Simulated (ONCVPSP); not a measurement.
# Cutoff test, cerium, ONCV

ONCVPSP 4.0.1 input, shortened (lines: element, Z, core and valence counts, functional; n l f; lmax; l rc ep ncon nbas qcut; lloc lpopt rc5 dvloc0; l nproj debl; icmod fcfact rcfact), PBEsol, fully relativistic:

```
  Ce 58.00    9    5  -116133      upf
    1    0    2.00
    2    0    2.00
    2    1    6.00
    3    0    2.00
    3    1    6.00
    3    2   10.00
    4    0    2.00
    4    1    6.00
    4    2   10.00
    4    3    1.00
    5    0    2.00
    5    1    6.00
    5    2    1.00
    6    0    1.00
    3
    0    2.75    0.00    4    8    5.10
    1    2.00    0.00    3    7    3.90
    2    4.00    0.00    5   10    4.40
    3    1.55    0.00    4    9   13.10
    4    5    0.95    0.00
    0    3    3.70
    1    1    1.10
    2    2    3.80
    3    2    2.30
    1    0.15    0.00
```

Open shells are filled in proportion to 2j + 1.

For each optimised wave give the share of its norm inside rc, the residual kinetic energy above qcut (Ha) and the cutoffs (Ha) for errors of 10, 1, 0.1 and 0.01 mHa per electron.

| wave | norm inside rc | residual KE | 10 mHa | 1 mHa | 0.1 mHa | 0.01 mHa |
| --- | --- | --- | --- | --- | --- | --- |
| 5s | 0.981 | 6.3e-08 | 4.5 | 7.3 | 9.1 | 10.5 |
| 6s | 0.150 | 3.5e-07 | 2.9 | 7.3 | 9.5 | 11.0 |
| s projector 3 | 0.118 | 1.6e-04 | 8.6 | 10.8 | 15.5 | 35.8 |
| 5p j=3/2 | 0.685 | 1.2e-03 | 3.7 | 8.3 | 40.5 | 78.0 |
| 5p j=1/2 | 0.734 | 7.3e-04 | 4.0 | 5.9 | 39.1 | 75.1 |
| 5d j=5/2 | 0.873 | 1.6e-08 | 4.1 | 5.5 | 6.7 | 7.7 |
| d projector 2 j=5/2 | 0.193 | 9.4e-05 | 6.5 | 7.6 | 9.7 | 20.0 |
| 5d j=3/2 | 0.883 | 2.0e-08 | 4.2 | 5.6 | 6.8 | 7.8 |
| d projector 2 j=3/2 | 0.193 | 1.0e-04 | 6.5 | 7.7 | 9.8 | 20.0 |
| 4f j=7/2 | 0.815 | 6.8e-08 | 53.0 | 61.8 | 69.1 | 74.9 |
| f projector 2 j=7/2 | 0.092 | 1.6e-07 | 52.0 | 62.4 | 70.7 | 77.0 |
| 4f j=5/2 | 0.821 | 6.4e-08 | 53.0 | 61.8 | 69.1 | 74.8 |
| f projector 2 j=5/2 | 0.093 | 1.7e-07 | 52.1 | 62.4 | 70.7 | 77.0 |

The occupied waves need 62 Ha and 69 Ha for 1 and 0.1 mHa. Note: ghosts flagged at negative energy: s at -154.5 eV, p3/2 at -116.6 eV, p1/2 at -103.1 eV; GHOST(+) flagged for d3/2 at 338.7 eV. A true bound ghost makes a file unfit for plane-wave use. 1 of 4 tests not solved or not reliable.
